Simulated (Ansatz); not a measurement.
Input file for Ansatz (a program for electronic structure): U-SVWN5/def2-TZVPP on OsCl, 2S+1 = 6, a spin state set in the input, which need not be the lowest, a point of a bond scan (R = 2.315 Å). Elements past Kr take the def2 small-core potentials; no spin–orbit coupling.

Ansatz 0.2 input:
```yaml
crystal:
  periodic: [false, false, false]
  atoms:
    - {symbol: Os, position_ang: [0.00000000, 0.00000000, 0.00000000]}
    - {symbol: Cl, position_ang: [0.00000000, 0.00000000, 2.31505300]}
basis:
  gaussian:
    orbitals: def2-TZVPP
    pivot_positions_ang: [[0.00000000, 0.00000000, 0.00000000], [0.00000000, 0.00000000, 2.31505300]]
hamiltonian:
  xc: {name: SVWN5}
magnetization: {spin_polarized: true, initial_magnetization: 5}
output: {forces: true, orbitals: {seedname: ./end}}
```

The head of its log:

```
WARN ansatz: RAYON_NUM_THREADS=1 ignored (pool sized by the plan → 1); use --threads N
Functional definition: SVWN5
integrals: 0.03 GiB planned
633 factors; their error is unknown
mean field: 0.27 GiB planned
mean field evaluation 1: about -14943.1815 eV, gradient 1.1e1 eV
mean field evaluation 2: about -14940.2681 eV, gradient 2.8e1 eV
```

Question: Predict the final total energy.

Answer: -549.1825 hartree.
